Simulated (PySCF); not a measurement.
# K: ionisation energy

K [Ar] 4s1 (2S) → K⁺ [Ar] (1S), as a difference of total energies. Calculation: PySCF 2.14, in def2-TZVPPD; no relativity, point nucleus. Correlated levels: valence and next inner shell: [Ne] frozen. The calculations carry no spin-orbit coupling.

```tsv
method	ionisation energy (eV)	difference from reference (eV)
UHF	4.009	-0.332
MP2 (valence and next inner shell)	4.240	-0.101
SCS-MP2 (valence and next inner shell)	4.193	-0.148
CCSD (valence and next inner shell)	4.240	-0.101
CCSD(T) (valence and next inner shell)	4.250	-0.091
CCSDT (valence and next inner shell)	4.251	-0.090
```

Reference: 4.341 eV (measured; NIST Atomic Spectra Database, ionization energies).

These non-relativistic numbers lack the scalar-relativistic shift.

Errors of the correlated levels include the incompleteness of this basis and the frozen core.
